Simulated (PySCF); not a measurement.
## Bond energies at PBE0/def2-TZVPP beside a composite method

PySCF, lowest determinants of a PBE0 search. The composite is CCSD(T) extrapolated to the basis-set limit from two correlation-consistent sets, with core-valence (CV) and scalar-relativistic (SR) terms as its label shows; it has no spin–orbit coupling and nothing beyond (T).

```
species  state (unpaired electrons)  De PBE0 (eV)  De composite (eV)              composite    dissociates to
   AlSi         quartet (σ ↑, π ↑↑)          2.64               2.55  CCSD(T)/CBS(TQ)+CV+SR           Al + Si
   GeBr               doublet (π ↑)          3.71               3.53        CCSD(T)/CBS(DT)           Ge + Br
   SiSb               doublet (π ↑)          2.81               2.83        CCSD(T)/CBS(DT)           Si + Sb
    HBr      singlet (closed shell)          3.97               4.06     CCSD(T)/CBS(TQ)+CV            H + Br
    PbI               doublet (π ↑)          3.01               2.88        CCSD(T)/CBS(DT)            Pb + I
     IF      singlet (closed shell)          2.86               2.98     CCSD(T)/CBS(TQ)+CV             I + F
     BI      singlet (closed shell)          3.76               3.75     CCSD(T)/CBS(TQ)+CV             B + I
    MoH    sextet (σ ↑, π ↑↑, δ ↑↑)          2.38               2.44     CCSD(T)/CBS(TQ)+CV  Mo (4d5 5s1) + H
```

**Question.** Does PBE0 bind more or less than the composite, by how much on average, and where is the difference largest?

**Answer.** PBE0/def2-TZVPP binds about as much on average, method and basis taken together: the mean signed difference is +0.02 eV and the mean absolute one 0.09 eV; it is largest for GeBr (+0.18 eV).

The molecules are drawn from runs that passed checks on state, spin purity and fit, so the hardest cases are missing and the errors look smaller than over all diatomics.

Correlated steps freeze the inner cores (4 to 13 orbitals); shallow outer-core shells are correlated. The metal atom is held in its measured ground configuration; semilocal functionals can put another filling of s and d lower by some tenths of an eV, and De to that atom would be smaller. Spin–orbit coupling is left out, which matters for elements this heavy, above all for dissociation energies. Where the molecule has an RHF reference, its open-shell atoms are computed with UHF. The CCSD T1 diagnostic is raised in AlSi, BI, MoH, a sign that a single reference may not be enough there. States were picked by a PBE0 search and need not be the measured ground states.
